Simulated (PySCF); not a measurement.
One molecule, one basis, several functionals.

Species: C₂H₆O₃Si.
InChI=1S/C2H6O3Si/c1-2(3)5-6-4/h4H,6H2,1H3

Torsions of this conformer, `[CH3:1][C:2](=[O:3])[O:4][SiH2:5][OH:6]`: C1–C2–O4–Si5 -179°, C2–O4–Si5–O6 -4°, H–O6–Si5–O4 4°.

PySCF, pcSseg-1 basis, density fitting, gas phase, PBE0-D3(BJ)/def2-SVP geometry. One functional is left out:

```tsv
functional	exact exchange (%)	HOMO energy (eV)	LUMO energy (eV)	dipole moment (D)
B97-D	0	-6.86	-1.27	2.643
BLYP	0	-6.70	-1.22	2.600
BP86	0	-6.95	-1.45	2.646
LDA	0	-7.05	-1.62	2.744
OPBE	0	-6.77	-1.23	2.558
PBE	0	-6.82	-1.34	2.606
B3LYP	20	-8.24	-0.49	2.741
B97-2	21	-8.23	-0.31	2.753
mPW1PW91	25	-8.57	-0.26	2.786
BHandHLYP	50	-10.11	1.04	2.916
```

Q: Predict the row of PBE0 (25 % exact exchange) by straight lines through the other rows, and check it.

A: 
```json
{"property": "HOMO energy (eV)", "line": "-8.51", "computed": "-8.53", "computed − line": "-0.02", "mPW1PW91 (25 %), for comparison": "-8.57"}
{"property": "LUMO energy (eV)", "line": "-0.18", "computed": "-0.22", "computed − line": "-0.04", "mPW1PW91 (25 %), for comparison": "-0.26"}
{"property": "dipole moment (D)", "line": "2.776", "computed": "2.769", "computed − line": "-0.007", "mPW1PW91 (25 %), for comparison": "2.786"}
```

Q: Which of these properties follows the share of exact exchange most closely, and which least?

A: Most closely the HOMO energy, least the dipole moment; the correlations over the tabulated rows are HOMO energy -0.996, LUMO energy 0.988, dipole moment 0.899. The HOMO energy moves by -0.658 eV for every 10 %. Functionals with the same share still differ in their other parts: at 0 % BLYP and LDA differ by 0.35 eV in it.
